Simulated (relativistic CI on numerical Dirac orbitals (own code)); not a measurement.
**Ge13+: q coefficients and field-shift factors**

Method of calculation: Dirac-Coulomb-Breit CI, orbitals from a KLI potential per configuration, derivatives by finite differences, unscaled Slater integrals, QED left out (own radial code, finite nucleus).

Configurations in the expansion (outside the closed core [Ne]): 3s2.3p6.3d, 3s2.3p5.3d2, 3s.3p6.3d2, 3s2.3p6.4s, 3s2.3p6.4p, 3p6.3d3, 3p5.3d4. Double excitations out of closed p, d and f shells are left out; levels of such configurations are missing from the list, as are those of other unlisted configurations, and high levels can miss mixing partners.

With x = (α/α₀)² − 1 an excitation energy changes as ω = ω₀ + qx; K = 2q/ω₀ is the relative enhancement. Terms are leading LS components, so labels can repeat. The field-shift factor is F = δν/δ⟨r²⟩ for the transition from the lowest level.

Lowest level 3s2.3p6.3d 2D_3/2.

```
               Level  ω₀ (cm⁻¹)  q (cm⁻¹)  F (GHz/fm²)
   3s2.3p6.3d 2D_5/2       7589      7527       0.0323
 3s2.3p5.3d2 4D°_1/2     578995     11030        0.675
 3s2.3p5.3d2 4D°_3/2     581907     13240         0.68
 3s2.3p5.3d2 4D°_5/2     586812     17120         0.69
 3s2.3p5.3d2 4D°_7/2     593993     22950        0.692
3s2.3p5.3d2 4G°_11/2     614403     16200        0.767
 3s2.3p5.3d2 4G°_9/2     615688     13790        0.736
 3s2.3p5.3d2 4G°_7/2     619213     14170        0.699
 3s2.3p5.3d2 4P°_5/2     621912     11450        0.714
 3s2.3p5.3d2 4P°_5/2     624643     17420        0.722
 3s2.3p5.3d2 4P°_3/2     631109     20430        0.702
 3s2.3p5.3d2 4F°_3/2     635297     13160        0.709
 3s2.3p5.3d2 4P°_1/2     638595     28170        0.668
 3s2.3p5.3d2 2D°_5/2     642709     21460        0.736
 3s2.3p5.3d2 4F°_9/2     643901     22210         0.76
 3s2.3p5.3d2 4F°_7/2     645807     20530        0.716
 3s2.3p5.3d2 2F°_5/2     653034     28520         0.68
 3s2.3p5.3d2 4F°_3/2     655267     26440        0.693
 3s2.3p5.3d2 4F°_5/2     657055     39590        0.608
 3s2.3p5.3d2 2F°_7/2     660648     28830        0.715
 3s2.3p5.3d2 2P°_1/2     664998     21700        0.784
3s2.3p5.3d2 2H°_11/2     668412     12290        0.806
 3s2.3p5.3d2 2F°_7/2     670702     13180        0.784
```

At this charge energies of transitions that change n are usually good to better than 1 %, and those within a shell (Δn = 0) to a few per cent.

Problem. Which transition from the lowest level has the largest |K|?

Solution. 3s2.3p6.3d 2D_5/2 at 7589 cm⁻¹, K = 1.98.
